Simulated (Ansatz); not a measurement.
Relaxation of the cluster Pd4H3 with UKS B3LYP-D4/def2-SVP.

```sh
$ ansatz run in.yaml --threads 4 --pin off --events-out ev --progress --plain --max-ram 8704MiB
```

```yaml
crystal:
  periodic: [false, false, false]
  atoms:
    - {symbol: Pd, position_ang: [-0.793130, 1.032350, -0.532640]}
    - {symbol: Pd, position_ang: [1.117050, -0.183280, 0.403740]}
    - {symbol: Pd, position_ang: [-1.246020, -1.211600, 0.641920]}
    - {symbol: Pd, position_ang: [-0.214030, -1.121680, -1.763940]}
    - {symbol: H, position_ang: [-1.152870, 2.029980, 0.529810]}
    - {symbol: H, position_ang: [1.192550, -1.128030, -0.980180]}
    - {symbol: H, position_ang: [1.096450, 0.582260, 1.701280]}
basis:
  gaussian: {orbitals: def2-SVP}
magnetization: {spin_polarized: true, initial_magnetization: 1}
hamiltonian: {xc: {name: B3LYP}, dispersion: d4}
scf: {lower_state_search: "off"}
output: {orbitals: {seedname: orbitals}}
relax: {f_tol: 0.02, max_steps: 100}
```

Run time 85 s (4 threads of Intel Xeon Platinum 8259CL on a shared host), peak host memory 0.56 GiB.

Positions (Å) and forces (eV/Å) at steps 1, 2, 3, 4, 5, 6, 7, 9 of 9:

```xyz
7
step=1 energy=-13972.9719 eV
Pd   -0.793    1.032   -0.533   -0.804    1.617   -0.605
Pd    1.117   -0.183    0.404    1.260    0.026    0.719
Pd   -1.246   -1.212    0.642   -0.574   -0.629    0.302
Pd   -0.214   -1.122   -1.764   -0.163   -1.128   -0.927
H    -1.153    2.030    0.530   -0.141    0.333    0.523
H     1.193   -1.128   -0.980    0.410   -0.735   -0.899
H     1.096    0.582    1.701    0.012    0.515    0.886
7
step=2 energy=-13973.3547 eV
Pd   -0.842    1.148   -0.547   -0.103    0.115    0.080
Pd    1.164   -0.163    0.426    0.325    0.561    0.843
Pd   -1.310   -1.248    0.603   -0.055    0.092   -0.205
Pd   -0.204   -1.246   -1.808   -0.090   -0.232   -0.042
H    -1.204    2.093    0.603    0.058   -0.168   -0.017
H     1.242   -1.210   -1.040   -0.093   -0.465   -0.756
H     1.154    0.625    1.764   -0.042    0.096    0.097
7
step=3 energy=-13973.2222 eV rejected
Pd   -0.819    1.166   -0.621    0.342   -0.287    0.518
Pd    1.201   -0.059    0.590   -0.683   -0.241   -0.604
Pd   -1.358   -1.217    0.523    0.458    0.334   -0.148
Pd   -0.256   -1.344   -1.860    0.109    0.135    0.335
H    -1.156    1.945    0.656    0.036   -0.107   -0.158
H     1.172   -1.251   -1.184   -0.082    0.212    0.276
H     1.216    0.760    1.897   -0.178   -0.047   -0.220
7
step=4 energy=-13973.3811 eV
Pd   -0.812    1.158   -0.559    0.109   -0.004    0.102
Pd    1.184   -0.119    0.483   -0.355   -0.110   -0.215
Pd   -1.307   -1.208    0.566    0.187    0.118   -0.049
Pd   -0.225   -1.297   -1.819    0.094    0.029    0.190
H    -1.171    2.016    0.652    0.041   -0.103   -0.015
H     1.217   -1.249   -1.118   -0.037    0.110    0.112
H     1.114    0.699    1.795   -0.040   -0.041   -0.125
7
step=5 energy=-13973.4020 eV
Pd   -0.805    1.164   -0.576    0.033    0.129    0.108
Pd    1.162   -0.114    0.471   -0.152   -0.142   -0.207
Pd   -1.307   -1.181    0.564    0.061    0.026    0.023
Pd   -0.219   -1.296   -1.804    0.015   -0.050    0.025
H    -1.116    1.949    0.695    0.017   -0.068   -0.049
H     1.220   -1.248   -1.112    0.054    0.101    0.132
H     1.065    0.726    1.761   -0.028    0.002   -0.032
7
step=6 energy=-13973.4174 eV
Pd   -0.797    1.196   -0.578   -0.060    0.150    0.178
Pd    1.145   -0.126    0.434   -0.030   -0.029   -0.041
Pd   -1.310   -1.156    0.570   -0.016    0.009   -0.001
Pd   -0.205   -1.317   -1.786   -0.023   -0.046   -0.017
H    -1.062    1.898    0.757    0.036   -0.111   -0.177
H     1.245   -1.245   -1.098    0.059    0.040    0.056
H     0.985    0.750    1.700    0.034   -0.013    0.001
7
step=7 energy=-13973.4215 eV
Pd   -0.808    1.211   -0.589   -0.060    0.107    0.135
Pd    1.125   -0.122    0.422    0.093   -0.012    0.040
Pd   -1.328   -1.138    0.565   -0.039    0.003   -0.002
Pd   -0.198   -1.332   -1.777   -0.023   -0.040   -0.029
H    -1.056    1.868    0.767    0.019   -0.074   -0.135
H     1.258   -1.234   -1.088    0.016    0.018    0.009
H     1.006    0.747    1.700   -0.006   -0.002   -0.017
7
step=9 energy=-13973.4241 eV
Pd   -0.801    1.227   -0.593    0.001   -0.004   -0.014
Pd    1.130   -0.125    0.423   -0.008   -0.009   -0.003
Pd   -1.347   -1.110    0.563    0.010    0.006   -0.002
Pd   -0.200   -1.356   -1.766    0.001    0.002    0.006
H    -1.052    1.826    0.775   -0.002    0.002    0.013
H     1.267   -1.214   -1.097    0.000    0.003    0.003
H     1.003    0.752    1.695   -0.001   -0.001   -0.003
```

In the def2 sets Pd takes a core potential; there is no spin–orbit coupling. Another isomer (doublet) lies 0.73 eV lower at PBE0-D4/def2-TZVP; other spin states weren't run for this one.
